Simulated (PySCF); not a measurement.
A structure optimised at PBE0-D3(BJ)/def2-SVP, used in a PySCF frequency run:

```xyz
8

Al     0.5167     0.1575     0.0000
F      1.9415     1.0074     0.0000
Cl    -1.2577     1.2685     0.0000
C      0.4510    -1.7615     0.0000
C     -0.7308    -2.3982     0.0000
H      1.3620    -2.3742     0.0000
H     -0.8085    -3.4927     0.0000
H     -1.6832    -1.8542     0.0000
```
Charge 0, spin multiplicity 1.

Write its SMILES, formula and point group.

C=[CH][Al]([F])[Cl], C2H3AlClF, Cs

What are its rotational constants (standard atomic weights)?

3.3935, 2.4782, 1.4323 GHz
